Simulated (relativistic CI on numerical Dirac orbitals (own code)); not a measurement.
## Energy levels of Ga3+

Computed by Dirac-Coulomb-Breit CI, orbitals from a KLI potential per configuration, model QED (radiative potential, 1s self-energy scaled to tabulated hydrogen-like ionisation energies), valence Slater integrals scaled by 0.85, P86 correlation energy added to each configuration (own radial code, finite nucleus).

Configurations in the expansion (outside the closed core [Ar]): 3d10, 3d9 4s, 3d9 4p, 3d9 4d, 3d9 5s, 3d8 4s2, 3d9 5p, 3d9 4f, 3d9 5d, 3d8 4s 4p, 3d9 5f, 3d9 5g, 3d8 4p2, 3d8 4s 4d. Levels of other configurations are missing.

```csv
No.,Configuration,Term,J,E (cm⁻¹),%,Next component (%),jj configuration (%)
1,3d10,1S,0,0,100,,closed (100)
2,3d9 4s,3D,3,145242,100,,3d5/2^5 4s (100)
3,3d9 4s,3D,2,146642,86,14 1D,3d5/2^5 4s (77)
4,3d9 4s,3D,1,148720,100,,3d3/2^3 3d5/2^6 4s (100)
5,3d9 4s,1D,2,151482,86,14 3D,3d3/2^3 3d5/2^6 4s (77)
6,3d9 4p,3P°,2,219289,97,3 3D°,3d5/2^5 4p1/2 (64)
7,3d9 4p,3P°,1,222219,97,2 3D°,3d5/2^5 4p3/2 (44)
8,3d9 4p,3F°,3,222529,69,27 1F°,3d5/2^5 4p1/2 (90)
9,3d9 4p,3F°,4,223600,100,,3d5/2^5 4p3/2 (100)
10,3d9 4p,3P°,0,223969,100,,3d3/2^3 3d5/2^6 4p3/2 (100)
11,3d9 4p,3F°,2,224792,94,5 3D°,3d3/2^3 3d5/2^6 4p1/2 (74)
12,3d9 4p,1F°,3,227726,57,30 3D°,3d5/2^5 4p3/2 (65)
13,3d9 4p,1D°,2,228348,60,35 3D°,3d5/2^5 4p3/2 (54)
14,3d9 4p,3D°,3,229241,66,19 3F°,3d3/2^3 3d5/2^6 4p3/2 (60)
15,3d9 4p,3D°,1,230935,89,9 1P°,3d3/2^3 3d5/2^6 4p1/2 (64)
16,3d9 4p,1P°,1,231540,90,8 3D°,3d5/2^5 4p3/2 (56)
17,3d9 4p,3D°,2,231753,58,39 1D°,3d3/2^3 3d5/2^6 4p3/2 (85)
18,3d9 4d,3S,1,320758,89,8 3P,3d5/2^5 4d3/2 (51)
19,3d9 4d,3G,5,323741,100,,3d5/2^5 4d5/2 (100)
20,3d9 4d,3G,4,323920,60,40 1G,3d5/2^5 4d3/2 (94)
21,3d9 4d,3P,2,323961,78,20 3D,3d5/2^5 4d3/2 (57)
22,3d9 4d,1P,1,324068,50,30 3P,3d5/2^5 4d5/2 (54)
23,3d9 4d,3D,3,325040,84,13 3F,3d5/2^5 4d5/2 (56)
24,3d9 4d,3G,3,325600,45,31 1F,3d5/2^5 4d3/2 (45)
25,3d9 4d,3P,0,325617,99,,3d3/2^3 3d5/2^6 4d3/2 (54)
26,3d9 4d,3F,4,325738,66,22 1G,3d5/2^5 4d5/2 (88)
27,3d9 4d,3D,2,325906,45,28 1D,3d5/2^5 4d5/2 (47)
28,3d9 4d,3P,1,326468,54,36 1P,3d3/2^3 3d5/2^6 4d5/2 (68)
29,3d9 4d,3G,3,327643,54,25 1F,3d3/2^3 3d5/2^6 4d3/2 (73)
30,3d9 4d,1G,4,327964,38,32 3G,3d3/2^3 3d5/2^6 4d5/2 (91)
31,3d9 4d,3D,1,327980,80,12 1P,3d3/2^3 3d5/2^6 4d3/2 (76)
32,3d9 4d,3D,2,328859,34,32 3F,3d3/2^3 3d5/2^6 4d5/2 (87)
33,3d9 4d,3F,3,329518,43,43 1F,3d3/2^3 3d5/2^6 4d5/2 (86)
34,3d9 4d,3F,2,329707,49,47 1D,3d3/2^3 3d5/2^6 4d3/2 (94)
35,3d8 4s2,3F,4,333697,91,6 3d9 4d 3F,3d5/2^4 (76)
36,3d9 5s,3D,3,334460,99,1 3d9 4d 3D,3d5/2^5 5s (99)
37,3d9 5s,3D,2,335041,55,44 1D,3d5/2^5 5s (97)
38,3d8 4s2,3F,3,336708,93,4 3d9 4d 3F,3d3/2^3 3d5/2^5 (93)
39,3d9 5s,3D,1,337952,99,1 3d9 4d 3D,3d3/2^3 3d5/2^6 5s (99)
40,3d9 5s,1D,2,338466,55,44 3D,3d3/2^3 3d5/2^6 5s (97)
41,3d8 4s2,3F,2,338572,92,3 3d8 4p2 3F,3d3/2^2 3d5/2^6 (51)
42,3d9 4d,1S,0,351135,84,15 3d9 5d 1S,3d5/2^5 4d5/2 (45)
43,3d8 4s2,1D,2,353631,71,24 3P,3d5/2^4 (77)
44,3d8 4s2,3P,2,358543,73,24 1D,3d3/2^3 3d5/2^5 (66)
45,3d8 4s2,3P,1,358940,97,3 3d8 4p2 3P,3d3/2^3 3d5/2^5 (97)
46,3d8 4s2,3P,0,359405,96,3 3d8 4p2 3P,3d3/2^2 3d5/2^6 (51)
47,3d9 5p,3P°,2,359764,94,5 3D°,3d5/2^5 5p1/2 (67)
48,3d9 5p,3F°,3,360776,57,38 1F°,3d5/2^5 5p1/2 (93)
49,3d9 5p,3F°,4,361080,100,,3d5/2^5 5p3/2 (100)
50,3d9 5p,3P°,1,361557,76,18 1P°,3d5/2^5 5p3/2 (78)
51,3d9 5p,1D°,2,362337,43,30 3D°,3d5/2^5 5p3/2 (63)
52,3d9 5p,3D°,3,362650,81,18 1F°,3d5/2^5 5p3/2 (93)
53,3d9 5p,3P°,0,363598,100,,3d3/2^3 3d5/2^6 5p3/2 (100)
54,3d9 5p,3F°,2,364149,73,23 1D°,3d3/2^3 3d5/2^6 5p1/2 (84)
55,3d8 4s2,1G,4,364848,96,3 3d8 4p2 1G,3d3/2^3 3d5/2^5 (81)
56,3d9 5p,1F°,3,365097,44,42 3F°,3d3/2^3 3d5/2^6 5p3/2 (98)
57,3d9 5p,1P°,1,365137,75,22 3P°,3d3/2^3 3d5/2^6 5p3/2 (45)
58,3d9 5p,3D°,1,365869,91,7 1P°,3d3/2^3 3d5/2^6 5p1/2 (60)
59,3d9 5p,3D°,2,366094,60,34 1D°,3d3/2^3 3d5/2^6 5p3/2 (89)
60,3d9 4f,3P°,0,390746,100,,3d5/2^5 4f5/2 (100)
61,3d9 4f,3P°,1,390905,85,12 3D°,3d5/2^5 4f5/2 (76)
62,3d9 4f,3P°,2,391157,51,30 3D°,3d5/2^5 4f7/2 (76)
63,3d9 4f,3H°,6,391287,100,,3d5/2^5 4f7/2 (100)
64,3d9 4f,1H°,5,391317,53,47 3H°,3d5/2^5 4f5/2 (94)
65,3d9 4f,1D°,2,391640,39,35 3F°,3d5/2^5 4f5/2 (76)
66,3d9 4f,3D°,3,391648,64,26 3F°,3d5/2^5 4f7/2 (71)
67,3d9 4f,3D°,1,391869,53,44 1P°,3d5/2^5 4f7/2 (75)
68,3d9 4f,3F°,4,391893,65,32 3G°,3d5/2^5 4f7/2 (52)
69,3d9 4f,3G°,5,391906,82,9 3H°,3d5/2^5 4f7/2 (93)
70,3d9 4f,1G°,4,391918,55,17 3G°,3d5/2^5 4f5/2 (51)
```

Energies count from the lowest computed level; ° marks odd parity. Filled j subshells are mostly left out of the jj labels.

The mean weight of the leading LS term, summed over parents, in these 70 levels is 75 %, and that of the leading jj configuration (from the same eigenvectors) 77 %.

For a near-neutral ion this model can misplace configurations by up to about 10,000 cm⁻¹ (more where the count of f electrons changes) and terms by 10 to 25 % of their spread. Rates follow the energies as ν³ (E1, M1) or ν⁵ (E2), so they and the lifetimes can be off by large factors. The fine structure of a lone outer electron comes out too small, for d and f at times inverted, and misplaced configurations move strength between like terms. 51 of the 69 excited levels that our extract of the measured tables holds in this range could be paired (the sources list more); they are missed by 7813 cm⁻¹ on average and 11052 at most, and levels without a partner can miss by more.

LS names give the leading component of a level, which can be under half, so a name can repeat, a term be missing and a line seem to break the LS rules.
